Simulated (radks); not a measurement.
Q: Species: Er XVI. Configuration: [Kr] 4d10 4f7. Method: Dirac Kohn-Sham, PBE, spin-unpolarised, spherical densities, finite nucleus; open shells fill j = l - 1/2 first; Fermi nuclear charge, rms radius 5.2516 fm; computed with a radial shooting solver on a logarithmic mesh with Libxc functionals. Some entries of the table are withheld. Estimate them.

orbital,occ.,eigenvalue (eV),<r^2> (bohr^2)
1s1/2,2,-57627.03,0.0005680
2s1/2,2,-9950.616,0.008776
2p1/2,2,(1),0.006329
2p3/2,4,(2),0.007548
3s1/2,2,-2485.618,(3)
3p1/2,2,-2285.313,0.05356
3p3/2,4,-2092.563,0.06038
3d3/2,4,(4),0.04756
3d5/2,6,(5),0.04945
4s1/2,2,-745.5481,0.2837
4p1/2,2,-664.8048,0.2936
4p3/2,4,-619.6819,0.3270
4d3/2,4,-485.8093,0.3535
4d5/2,6,-477.2607,0.3650
4f5/2,6,-311.6247,0.4258
4f7/2,1,-310.0002,0.4318

A: 
(1) 2p1/2 eigenvalue (eV): -9494.688
(2) 2p3/2 eigenvalue (eV): -8577.698
(3) 3s1/2 <r^2> (bohr^2): 0.05789
(4) 3d3/2 eigenvalue (eV): -1749.578
(5) 3d5/2 eigenvalue (eV): -1707.459
